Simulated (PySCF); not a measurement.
Atom-mapped SMILES (the numbers label the heavy atoms): `[CH:1]#[C:2][GeH2:3][PH2:4]` (H(Xn): hydrogen on atom n).

Geometry: PBE0-D3(BJ)/def2-SVP; GIAO shifts from PySCF, gas phase, non-relativistic, averaged over equivalent atoms.

At PBE0/pcSseg-1 (124 basis functions, 9.3 s wall time on 1 thread of an Arm Neoverse V1, shared host):
| atoms | δ (ppm) |
| --- | --- |
| C1 | 104.4 |
| C2 | 86.9 |
| Ge3 | -208.0 |
| P4 | -268.9 |
| H(Ge3) | 4.50 |
| H(C1) | 2.34 |
| H(P4) | 1.98 |

Scale: TMS for $^{13}$C (σref 184.41) and $^{1}$H (σref 31.27); $^{73}$Ge (σref 1330.28) vs GeMe4; $^{31}$P (σref 310.13) against H3PO4 (reference shieldings calculated alike).

**Question.** Estimate the result of repeating the calculation with KT2/pcSseg-2.

**Answer.** 
```json
{"atoms": "C1", "δ at KT2/pcSseg-2": "95.2", "change": "-9.2"}
{"atoms": "C2", "δ at KT2/pcSseg-2": "81.8", "change": "-5.1"}
{"atoms": "Ge3", "δ at KT2/pcSseg-2": "-210.1", "change": "-2.1"}
{"atoms": "P4", "δ at KT2/pcSseg-2": "-255.8", "change": "+13.1"}
{"atoms": "H(Ge3)", "δ at KT2/pcSseg-2": "4.71", "change": "+0.21"}
{"atoms": "H(C1)", "δ at KT2/pcSseg-2": "2.49", "change": "+0.15"}
{"atoms": "H(P4)", "δ at KT2/pcSseg-2": "2.00", "change": "+0.02"}
```

Scale: $^{13}$C (σ = 182.28 ppm) and $^{1}$H (σ = 31.18 ppm) vs TMS; $^{73}$Ge (σ = 1331.31 ppm) vs GeMe4; $^{31}$P (σ = 313.10 ppm) vs H3PO4 (reference shieldings calculated alike).

The largest change is at P4 (phosphorus bonded to Ge, 2 H). Cost: 248 basis functions, 33 s wall time on 1 thread of an Arm Neoverse V1, shared host.

Relativistic effects, spin–orbit coupling among them, are left out; they matter for Ge and for the light atoms bonded to it. Experimental scales use liquid or dissolved standards, which lie at an offset from isolated H3PO4.
